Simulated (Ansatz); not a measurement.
Z-matrix (Å, degrees):
```
Hf
C 1 3.227
N 1 2.044 2 48.7
O 1 1.938 2 89.7 3 -122.3
N 1 2.025 2 152.2 3 8.8
C 1 3.142 2 154.3 3 -38.2
F 1 1.938 2 80.9 3 124.6
C 1 3.157 2 27.5 3 -0.4
C 1 2.985 2 136.0 3 43.2
H 2 1.095 1 69.3 3 -120.7
H 2 1.097 1 70.9 3 119.6
H 2 1.092 3 145.6 1 178.8
H 3 1.012 1 120.6 2 -178.0
H 4 0.952 1 154.1 2 23.7
H 6 1.100 1 122.7 2 -178.0
H 6 1.100 1 124.2 2 32.7
H 6 1.092 1 80.7 2 -72.7
C 8 1.522 1 124.7 2 -107.9
H 8 1.101 1 121.1 2 103.6
H 9 1.099 1 124.3 2 137.0
H 9 1.097 1 74.2 2 36.7
H 9 1.100 1 125.6 2 -63.4
H 18 1.094 8 111.3 1 150.8
H 18 1.094 8 110.2 1 30.2
H 18 1.093 8 110.9 1 -89.2
```

The species carries charge 0 and has multiplicity 1. Hf: def2 effective core potential.

Problem. List the ωB97M-V/def2-TZVPP orbital energies in eV (Ansatz). (Best estimate.)

Solution. Computed: Occupied: -675.97, -525.62, -393.96, -393.53, -282.23, -282.03, -281.89, -281.22, -281.02, -70.38, -39.24, -38.91, -38.70, -33.21, -29.40, -27.38, -26.90, -23.40, -22.47, -22.03, -19.53, -18.60, -16.36, -16.22, -15.48, -15.21, -15.12, -14.94, -14.51, -14.02, -13.61, -13.54, -13.38, -13.31, -12.85, -12.70, -12.43, -12.16, -11.91, -11.77, -11.29, -11.17, -8.90, -8.65. Lowest empty: 1.33, 2.42, 2.59, 2.77, 2.95, 3.32, 3.40, 3.44.
